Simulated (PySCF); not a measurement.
The geometry has D3h symmetry (within 0.05 Å) and had no frequency check at the DFT level, so a distortion to lower symmetry isn't ruled out.

Delta-SCF ions had no search for a lower state. Excitations are Tamm–Dancoff values on a coarser integration grid. The basis has no diffuse functions, so Rydberg states are missing or too high.

**silicon carbide flake of 1 rings (benzene shape) `c1[siH]c[siH]c[siH]1` (charge 0, multiplicity 1)**

Method: PBE0-D3(BJ)/def2-SVP // B3LYP-D3(BJ)/def2-SVP run with PySCF.

```
Property                                                     Result
-------------------------------------------  ----------------------
HOMO                                                       -6.37 eV
dipole moment                                                0.00 D
LUMO                                                       -1.10 eV
HOMO–LUMO gap                                               5.26 eV
S1 excitation (TDA)                                         3.99 eV
S1 oscillator strength                                        0.000
brightest of the four lowest singlets (TDA)                 5.33 eV
vertical ionisation energy (Delta-SCF)                      8.02 eV
total energy                                           -985.4903 Ha
cost                                         roughly 5 core-minutes
```

```xyz
12

C     -1.5359    -0.8879    -0.0019
Si    -1.5311     0.8829    -0.0011
C     -0.0010     1.7741     0.0009
Si     1.5302     0.8845     0.0019
C      1.5369    -0.8862     0.0013
Si     0.0010    -1.7674    -0.0010
H     -2.4836    -1.4357    -0.0033
H     -2.8194     1.6258    -0.0022
H     -0.0015     2.8687     0.0013
H      2.8176     1.6288     0.0036
H      2.4852    -1.4330     0.0021
H      0.0017    -3.2545    -0.0016
```
Charge 0, spin multiplicity 1.
